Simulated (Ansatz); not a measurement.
The molecule AsP+, multiplicity 2 (lowest of 2S+1 = 2, 4 at CCSD(T)/def2-TZVPP on PBE0 minima; our sources give no spin for the ground state, which may be another). No spin–orbit coupling. As is treated without relativity. The T1 diagnostic near the minimum is 0.062, so single-reference values are doubtful.

The constants come from a fifth-degree fit in 1/R (seven points, main isotopes). In def2 and cc sets the state is the lowest found near the PBE0 minimum, followed along R.

Programs: Ansatz (Gaussian orbitals). 

```tsv
level	r_e (Å)	ω_e (cm⁻¹)	ω_e x_e (cm⁻¹)	α_e (cm⁻¹)
SVWN5/def2-TZVPP	2.091	537	1.5	0.00071
PBE/def2-TZVPP	2.112	524	1.5	0.00070
r2SCAN/def2-TZVPP	2.089	552	1.5	0.00069
B97M-V/def2-TZVPP	2.083	559	1.6	0.00068
B3LYP/def2-TZVPP	2.094	544	1.5	0.00069
PBE0/def2-TZVPP	2.079	567	1.4	0.00067
```

Ansatz is an electronic-structure program.
